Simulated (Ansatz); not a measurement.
`F[B]([SiH3])[AlH][AsH2]`, charge 0, multiplicity 1.

(1) Give a relaxed structure at PBE0-D4/def2-TZVP (Ansatz 0.2.0). (Estimate.)

Results:

(1) Ansatz gave: 
Z-matrix (Å, degrees):
```
Si
B 1 2.049
H 1 1.493 2 107.3
H 1 1.489 2 115.9 3 -121.7
H 1 1.492 2 108.8 3 115.1
Al 2 2.165 1 121.0 3 -73.1
F 2 1.331 1 118.3 3 103.9
As 6 2.438 2 119.5 1 84.0
H 6 1.592 2 122.9 1 -95.0
H 8 1.523 6 90.7 2 -129.3
H 8 1.523 6 91.8 2 -36.0
```
This is one stationary point; other conformers may exist.
